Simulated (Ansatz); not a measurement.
Ansatz (a first-principles code) input:

Ansatz 0.2 input:
```yaml
crystal:
  periodic: [false, false, false]
  atoms:
    - {symbol: Ge, position_ang: [0.00474138, -0.00523011, 0.31730898]}
    - {symbol: F, position_ang: [0.69536119, 1.27057939, -0.55383190]}
    - {symbol: F, position_ang: [-0.71221944, -1.25198345, -0.57437779]}
basis:
  gaussian:
    orbitals: def2-TZVPD
hamiltonian:
  xc: {name: B3LYP}
total_charge: 1
magnetization: {spin_polarized: true, initial_magnetization: 1}
output: {forces: true}
```

**Question.** Which total energy does the run end on?

**Answer.** -2276.49172 Eh (B3LYP/def2-TZVPD). The basis has 134 functions.
